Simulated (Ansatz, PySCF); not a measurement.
This singlet lies 2.50 eV below the relaxed triplet at the level frozen-core CCSD(T)/cc-pVTZ // PBE0-D3(BJ)/def2-TZVP (Ansatz, a quantum-chemistry and plane-wave program).

Z-matrix (Å, degrees):
```
Ge
N 1 1.8272
H 2 1.0060 1 120.94
H 2 1.0082 3 112.32 1 179.93
N 1 1.8272 2 97.19 3 179.91
H 5 1.0060 1 120.94 2 -179.88
H 5 1.0082 6 112.32 1 -179.91
```
Charge 0, spin multiplicity 1.

**Question.** Predict the LUMO, HOMO–LUMO gap, total energy, HOMO and dipole moment from PySCF with PBE0-D3(BJ)/def2-TZVP.

**Answer.** 
- LUMO: -0.57 eV
- HOMO–LUMO gap: 6.23 eV
- total energy: -2188.6064 Ha
- HOMO: -6.80 eV
- dipole moment: 1.46 D
